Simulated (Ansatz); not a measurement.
Ansatz (a quantum-chemistry and plane-wave program) input file for TaF₄, SMILES [F][Ta]([F])([F])[F] (connectivity only; charge and spin as stated), neutral, multiplicity 2, CAM-B3LYP/def2-SVPD. The structure is a stationary point at B3LYP-D3(BJ)/def2-SVP. The spin state was assumed, not searched. The isomer is the one that the SMILES or the coordinates give; other isomers of the formula were not compared. The def2 effective core potentials stand for the cores of Ta; spin–orbit coupling is left out.

Ansatz 0.2 input:
```yaml
crystal:
  periodic: [false, false, false]
  atoms:
    - {symbol: Ta, position_ang: [0.00000000, -0.00000000, 0.00000000]}
    - {symbol: F, position_ang: [1.24855899, 1.24855899, 0.64022229]}
    - {symbol: F, position_ang: [-1.24855900, -1.24855899, 0.64022229]}
    - {symbol: F, position_ang: [1.24855899, -1.24855899, -0.64022229]}
    - {symbol: F, position_ang: [-1.24855899, 1.24855900, -0.64022229]}
basis:
  gaussian:
    orbitals: def2-SVPD
hamiltonian:
  xc: {name: CAM-B3LYP}
magnetization: {spin_polarized: true, initial_magnetization: 1}
```

Output:

```
WARN ansatz: RAYON_NUM_THREADS=1 ignored (pool sized by the plan → 1); use --threads N
Functional definition: CAM-B3LYP
integrals: 0.06 GiB planned
1087 factors; their error is unknown
integrals: 0.09 GiB planned
347 factors; integrals over basis functions are off by at most 1.6e-5 eV
mean field: 0.86 GiB planned
mean field evaluation 1: about -12404.9231 eV, gradient 5.1e1 eV
mean field evaluation 2: about -12376.2253 eV, gradient 1.1e2 eV
mean field evaluation 4: about -12414.4577 eV, gradient 1.7e0 eV
mean field evaluation 8: about -12414.4886 eV, gradient 2.0e-2 eV
mean field evaluation 16: about -12414.5701 eV, gradient 1.1e-4 eV
mean field -12414.57012196 eV, -456.2270370842 hartree, gradient 1.5e-5 eV, S^2 0.751011; 0 other end points of the search recorded, 0 dependent functions left out
reference -12414.57025044 eV, -456.2270418057 hartree; 25, 24 occupied and 102, 103 virtual orbitals, 1087 factors
Total energy: -12414.57025044 eV, -456.2270418057 hartree
```

The calculation finished and met its thresholds.

Cost: roughly 10 core-seconds.
